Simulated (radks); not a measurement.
Q: The mean radii <r> (bohr) of the occupied orbitals of an atom or ion are listed with their occupations. Calculated with a radial shooting solver on a logarithmic mesh with Libxc functionals: scalar-relativistic Kohn-Sham, SCAN, spin-polarised, spherical densities, finite nucleus; meta-GGA in the generalised Kohn-Sham scheme; Fermi nuclear charge, rms radius of each element as measured or else 0.836 A^(1/3) + 0.57 fm.

orbital  occ.      <r>
1s up       1  0.01715
1s down     1  0.01715
2s up       1  0.07184
2s down     1  0.07178
2p up       3  0.06468
2p down     3  0.06462
3s up       1   0.1767
3s down     1   0.1770
3p up       3   0.1752
3p down     3   0.1755
3d up       2   0.1557

Name the element and its charge. Open shells, if any, are filled with parallel spins first.

A: Z = 78, platinum, charge +58: Pt58+ in [Ar] 3d2. The 1s radius gives Z: for a bare nucleus <r> = (2 gamma + 1)/(2Z) with gamma = sqrt(1 - (Z/c)^2), 0.01695 bohr for Z = 78, and screening makes it slightly larger (0.01715 here). The occupations add up to 20, and the charge is Z minus that.
